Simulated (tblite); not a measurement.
**Question.** Write Cartesian coordinates for `C[C@H]1[C]=C1C(F)(F)Cl` [radical] as optimised with GFN2-xTB. (Doublet state.)

**Answer.** 
```
atom  x, y, z in Å
C1    -1.7502   -0.0062    0.4785
C2    -0.7244   -0.7112   -0.3447
C3    -0.2803   -0.1882   -1.6674
C4     0.6020    0.0614   -0.7619
C5     1.8305    0.5134   -0.1298
F6     1.6024    1.3621    0.8958
F7     2.6476    1.1625   -0.9743
Cl8    2.7314   -0.9110    0.5415
H9    -1.4977   -0.0817    1.5369
H10   -2.7257   -0.4720    0.3405
H11   -1.8156    1.0437    0.2047
H12   -0.6188   -1.7734   -0.1460
```

Orientation and origin are arbitrary. Atoms count from 1 in this order. The 3-membered ring C2–C3–C4 has internal angles of 49.3° to 69.4°. The C–C distances run from 1.289 Å (C3=C4, drawn double) to 1.591 Å (C2–C4, drawn single), a spread of 0.302 Å. C4 (carbon bonded to 3 C) has angles 160.8°, 137.9° and 61.3°.

Bonds between heavy atoms (Å): C1–C2 1.492, C2–C3 1.490, C3=C4 1.289, C4–C5 1.454, C5–F6 1.351, C5–F7 1.342, C5–Cl8 1.814, C2–C4 1.591.

Structure optimised with GFN2-xTB, isolated species. This method treats the open shell by occupation alone, without spin polarisation.

Point group: C1 (no symmetry element, even within 0.4 Å). Its GFN2-xTB frequencies are all real (lowest 18 cm⁻¹). Torsions: C3–C4–C5–F6 126°.

One conformer stands for the species.

These are computed values.
